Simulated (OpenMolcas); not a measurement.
Ge2+: effect of the IPEA shift

```
Program             : OpenMolcas 26.06
Basis               : ANO-RCC-VQZP [7s6p4d2f1g]
Scalar Hamiltonian  : DKH2, point nucleus
Active space        : 2 electrons in 9 orbitals (RAS2 4s 4p; RAS3 4d, at most 2 electrons)
State averaging     : 2S+1 = 3 even, 3 roots; 2S+1 = 1 even, 7 roots; 2S+1 = 3 odd, 3 roots; 2S+1 = 1 odd, 3 roots
Spin-orbit coupling : state interaction with AMFI integrals over the reference wave functions, term energies averaged over their components
```

Methods on the same reference wave functions:
A. RASSCF
B. MS-RASPT2, IPEA 0 Eh, imaginary shift 0.1 Eh (closed shells correlated: 3d)
C. MS-RASPT2, IPEA 0.25 Eh, imaginary shift 0.1 Eh (closed shells correlated: 3d)

Energies in cm⁻¹ above 4s² ¹S₀, the measured ground level; measured values from Sugar and Musgrove, J. Phys. Chem. Ref. Data 22, 1213 (1993).

```csv
Level,A,B,C,Measured
4s² ¹S₀,0.0,0.0,0.0,0.0
4s 4p ³P°₀,57076,61080,61080,61734
4s 4p ³P°₁,57737,61740,61740,62500
4s 4p ³P°₂,59127,63130,63130,64144
4s 4p ¹P°₁,91699,91580,91670,91873
4p² ¹D₂,138437,144890,144890,144975
4p² ³P₀,142904,147240,147340,147685
```

Deviations, from unrounded energies. A percentage is the sum of absolute deviations over the sum of measured energies, with the sign that they share, or ± where signs differ.

| Against measurement | Levels | A | B | C |
| --- | --- | --- | --- | --- |
| mean absolute deviation (cm-1) | 6 | 4300 | 540 | 510 |
| other configurations (%) | 6 | -4.5 | -0.6 | -0.5 |

C lies closest to measurement on these levels and A furthest from it. The largest miss of C in the table is 4s 4p ³P°₂, by -1000 cm-1. The ranking rests on the paired levels alone, and a cruder setting can come out closer through cancelling errors.

Between B and C the level of the table that moves most is 4p² ³P₀, by 100 cm-1 (lowest in B, highest in C). Moves below CASPT2's spread within the term are not significant.

The mean deviations of B to C differ by less than CASPT2's widest spread within a term (35 cm-1), so their order carries little weight.

The lowest spin-free term lies below A's lowest term by 0.436 hartree in B, 0.435 hartree in C.

Term energies are means over components that CASPT2 splits; among the terms shown or strongly mixed into the levels shown the widest spread is 35 cm-1 (4p² ¹D, C). Active for correlation alone: 4d; no level in the range computed is led by a configuration that fills it, so any true level of that kind is missing. Some terms mix strongly with configurations of 4d, whose occupation reaches 0.29 (4p² ¹D). Measured partners are found by configuration, term and J. A level has none where our copy of the source lacks it or the pairing is in doubt (some pairs that miss far off the trend of their configuration count as doubtful), and it then counts in no deviation. Only configurations of the active space appear. The table leaves out levels that lie high or whose names do not pair safely across all columns.

° marks odd parity.
